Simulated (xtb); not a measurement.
CH₆ClFOSi₂, SMILES O[C@H]([SiH3])[Si@@H](F)Cl. All values are semi-empirical tight-binding results from xtb (GFN2-xTB unless named), good for trends rather than for accurate numbers. The structure is a stationary point at GFN2-xTB. The structure was generated by enumeration; whether it is a known compound was not checked. The values are those of a single conformer.

Optimised geometry:

Bond lengths (Å): O1–C2 1.440, O1–H7 0.963, C2–Si3 1.916, C2–Si4 1.906, C2–H8 1.093, Si3–H9 1.463, Si3–H10 1.466, Si3–H11 1.460, Si4–F5 1.609, Si4–Cl6 2.005, Si4–H12 1.447. Bond angles (°): C2–O1–H7 108.8, O1–C2–Si3 107.8, O1–C2–Si4 109.4, O1–C2–H8 103.7, Si3–C2–Si4 118.3, Si3–C2–H8 108.5, Si4–C2–H8 108.1, C2–Si3–H9 108.6, C2–Si3–H10 107.4, C2–Si3–H11 107.4, H9–Si3–H10 110.9, H9–Si3–H11 112.4, H10–Si3–H11 110.0, C2–Si4–F5 109.2, C2–Si4–Cl6 108.7, C2–Si4–H12 115.1, F5–Si4–Cl6 105.7, F5–Si4–H12 104.6, Cl6–Si4–H12 113.0.
Charge 0, spin multiplicity 1.

Task: Estimate the properties. (Estimate from the structure and the level; the computed values follow.)

Result: 
| Quantity | Result |
|---|---|
| orbital gap | 4.92 eV |
| dipole moment | 2.75 D |
| zero-point energy | 42.1 kcal/mol |
| G − E(el) at 298.15 K (modified RRHO) | 20.0 kcal/mol |
| static polarisability (D4 model) | 91.3 bohr³ |
| solvation energy, GFN2-xTB/ALPB(water) | -2.6 kcal/mol |
| solvation energy, GFN2-xTB/ALPB(dmso) | -6.5 kcal/mol |

Task: Give the atomic charges and the Wiberg bond orders between heavy atoms. (An estimate is asked for; the answer gives what the named calculation found.)

Result: charges (e) O1 -0.45, C2 -0.10, Si3 0.44, Si4 0.57, F5 -0.25, Cl6 -0.21, H7 0.28, H8 0.03, H9 -0.10, H10 -0.09, H11 -0.07, H12 -0.05. Bond orders O1–C2 0.99, C2–Si3 0.86, C2–Si4 0.88, Si4–F5 1.11, Si4–Cl6 1.12.
